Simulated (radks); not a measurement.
Excited configurations of I+: one electron is placed in a higher orbital outside [Kr] 4d10 5s2 5p3. The ground configuration is [Kr] 4d10 5s2 5p4. Calculated with a radial shooting solver on a logarithmic mesh with Libxc functionals: scalar-relativistic Kohn-Sham, PBE, spin-polarised, spherical densities, finite nucleus; open shells are filled with parallel spins first (spin-orbit coupling, left out, can overturn this in heavy ions); Fermi nuclear charge, rms radius 4.75 fm. Excitation = E - E(ground); binding = E(ion) - E, where the ion is the core of charge +2; n* = 2/sqrt(2 binding) in atomic units, and the quantum defect is n - n*.

| outer orbital | excitation (eV) | binding (eV) | n* | quantum defect | eigenvalue (eV) | <r> (bohr) |
|---|---|---|---|---|---|---|
| 4f | 14.678 | 3.961 | 3.707 | 0.293 | -2.586 | 7.103 |
| 5d | 9.973 | 8.666 | 2.506 | 2.494 | -5.786 | 3.688 |
| 5f | 15.753 | 2.886 | 4.342 | 0.658 | -2.083 | 11.66 |
| 6s | 9.410 | 9.229 | 2.428 | 3.572 | -7.149 | 4.727 |
| 6p | 11.675 | 6.964 | 2.796 | 3.204 | -5.376 | 5.818 |
| 6d | 14.226 | 4.413 | 3.512 | 2.488 | -3.401 | 8.430 |
| 6f | 16.581 | 2.058 | 5.143 | 0.857 | -1.595 | 17.99 |
| 7s | 13.808 | 4.831 | 3.356 | 3.644 | -3.877 | 9.002 |
| 7p | 14.674 | 3.965 | 3.705 | 3.295 | -3.148 | 10.56 |
| 7d | 15.866 | 2.774 | 4.430 | 2.570 | -2.199 | 14.27 |
| 7f | 17.125 | 1.515 | 5.994 | 1.006 | -1.213 | 25.84 |

The Delta-SCF ionisation energy is 18.639 eV (NIST Atomic Spectra Database: 19.131 eV, measured). Self-interaction in the functional shifts the binding energies and quantum defects, so they are the method's values and not measured ones. Open shells are spherical and high-spin; term and fine-structure splittings are not resolved. Spin-orbit splitting is averaged out at the scalar-relativistic level.
